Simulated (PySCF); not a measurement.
Species: C8H17N.
SMILES: `CN(C)C1CCCCC1`

The closed-shell ground state was solved at several levels (PySCF, density fitting, gas phase, non-relativistic). The structure is a single PBE0-D3(BJ)/def2-SVP conformer in the gas phase; no vibrational or solvent corrections.

```json
{"level": "PBE0/pcSseg-1", "basis functions": "238", "total energy (Eh)": "-369.3381", "HOMO (eV)": "-5.78", "LUMO (eV)": "1.41", "gap (eV)": "7.19", "dipole (D)": "0.54"}
{"level": "PBE/pcSseg-1", "basis functions": "238", "total energy (Eh)": "-369.2756", "HOMO (eV)": "-4.43", "LUMO (eV)": "0.57", "gap (eV)": "5.00", "dipole (D)": "0.46"}
```

Q: Estimate the row for CAM-B3LYP/def2-SVPD, a basis of 316 functions; the other rows only guide the guess.

A: Total energy -369.3739 Eh, HOMO -7.20 eV, LUMO 1.37 eV, gap 8.57 eV, dipole 0.60 D.

Q: Over all these levels, which gives the widest orbital gap and which the narrowest?

A: CAM-B3LYP/def2-SVPD (range-separated hybrid) has the widest, 8.57 eV, and PBE/pcSseg-1 (GGA) the narrowest, 5.00 eV. Functional and basis both differ between the two, so the spread mixes both effects.

Q: How far do the dipole and the HOMO energy spread over the levels?

A: The dipole runs from 0.46 to 0.60 D (mean 0.53 D) and the HOMO from -7.20 to -4.43 eV.
